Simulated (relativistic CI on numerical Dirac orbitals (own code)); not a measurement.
Hyperfine structure of Sb⁴⁰⁺, mass number 123

Method of calculation: Dirac-Coulomb-Breit CI, KLI orbitals optimised for each configuration, model QED (radiative potential, 1s self-energy scaled to tabulated hydrogen-like ionisation energies), unscaled Slater integrals (own radial code, finite nucleus).

CI space (outside the closed core [Ne]): 3s, 3p, 3d, 4s, 4p, 4d, 4f, 5s, 5p, 5d, 5f, 5g, 6s, 6p, 6d. Levels of other configurations are missing.

Nuclear spin I = 7/2, μ = 2.5457 μN, Q = -0.692 b (tables of Stone and Pyykkö). The electronic factors are computed for point nuclear moments, without core polarisation or the Bohr-Weisskopf and QED corrections.

| Level | E (eV) | A (GHz) | B (GHz) |
| --- | --- | --- | --- |
| 3s 2S_1/2 | 0.00 | 912.5 |  |
| 3p 2P°_1/2 | 92.41 | 285.2 |  |
| 3p 2P°_3/2 | 158.45 | 44.74 | -82 |
| 3d 2D_3/2 | 276.47 | 23.14 | -14.2 |
| 3d 2D_5/2 | 291.02 | 9.592 | -18.9 |
| 4s 2S_1/2 | 1323.16 | 371.9 |  |
| 4p 2P°_1/2 | 1361.31 | 117.6 |  |
| 4p 2P°_3/2 | 1388.12 | 18.57 | -34.1 |

Levels with J = 0, under 50 % of one LS term, or S terms without an open s electron are left out. Small factors come from cancelling terms and can be off by tens of per cent or more.

At this charge energies of transitions that change n are usually good to better than 1 %, and those within a shell (Δn = 0) to a few per cent.

Task: Give the hyperfine levels of 3s 2S_1/2 relative to its centre of gravity.

Result: With K = F(F + 1) − I(I + 1) − J(J + 1), E = AK/2: F = 3: -2053, F = 4: 1597 GHz.
